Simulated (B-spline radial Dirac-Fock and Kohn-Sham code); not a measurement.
**The L3-M23M23 Auger spectrum of In¹⁸⁺**

System: the In¹⁸⁺ ion in the configuration [Ar] 3d10 4s2 4p1.

Method: multi-electron Dirac-Fock with separately optimised hole states, Breit and Lamb-shift corrections added in first order. Computed with a radial finite-basis atomic code. The two-hole levels come from diagonalising the Coulomb interaction among the jj configurations; intensities are independent-particle Coulomb rates. Kinetic energies are from the vacuum level. Correlation energy is missing from these numbers. Open outer shells are spectators and are not coupled to the holes.

```
kinetic energy (eV)  J  leading jj holes (weight)  leading LS term (weight)
             1799.6  0                M2M2 (0.98)                ³P0 (0.53)
             1842.6  2                M2M3 (0.99)                ¹D2 (0.75)
             1848.8  1                M2M3 (1.00)                ³P1 (1.00)
             1876.0  0                M3M3 (0.98)                ¹S0 (0.53)
             1886.7  2                M3M3 (0.99)                ³P2 (0.75)
```

The intensity is shared as follows: 1886.7 eV 43.1 %, 1842.6 eV 30.4 %, 1876.0 eV 12.7 %, 1848.8 eV 12.6 %, 1799.6 eV 1.1 %.

The strongest line, by its leading LS label ³P2, lies at 1886.7 eV. The mean weight of the leading component is 0.99 in jj and 0.71 in LS coupling, so jj labels describe these levels better.
